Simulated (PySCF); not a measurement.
Correlation energy of Hg (mercury, neutral)

[Xe] 4f14 5d10 6s2, closed-shell 1S. Calculation: PySCF 2.14, in aug-cc-pwCVDZ-PP with ECP60MDF (6s6p5d3f, 70 functions); a scalar-relativistic core potential. Frozen: 5s2 5p6; 12 electrons correlated.

MP2 pair energies summed by pair of shells (mhartree):

```
 pair   energy  share (%)
5d-5d  -297.19       71.4
5d-6s  -100.29       24.1
6s-6s   -19.03        4.6
```

Total MP2 correlation energy: -416.51 mhartree.

Same-spin part -144.33 and opposite-spin part -272.18 mhartree; SCS-MP2 scales them by 1/3 and 6/5 to -374.73 mhartree.
